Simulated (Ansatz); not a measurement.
```xyz
9

B    -1.353   -0.806    1.308
B    -0.081    0.206    0.907
O     0.470    0.328   -0.310
Al    1.211    0.527   -1.808
H    -2.496   -0.438    1.277
H    -1.176   -1.918    1.725
H     0.378    0.887    1.806
H     0.616    1.630   -2.766
H     2.431   -0.415   -2.139
```

Charge 0, multiplicity 1.

Problem. List the ωB97M-V/def2-TZVPP orbital energies in eV (Ansatz 0.2.0). (Estimate.)

Solution. Ansatz gave: Occupied: -1532.43, -526.22, -187.97, -187.57, -117.03, -76.70, -76.54, -76.48, -30.56, -18.31, -16.59, -14.34, -13.51, -13.32, -12.84, -11.94, -10.82, -9.57. Lowest empty: 0.13, 0.35, 1.69, 2.07, 2.44, 3.24, 3.50, 3.65.
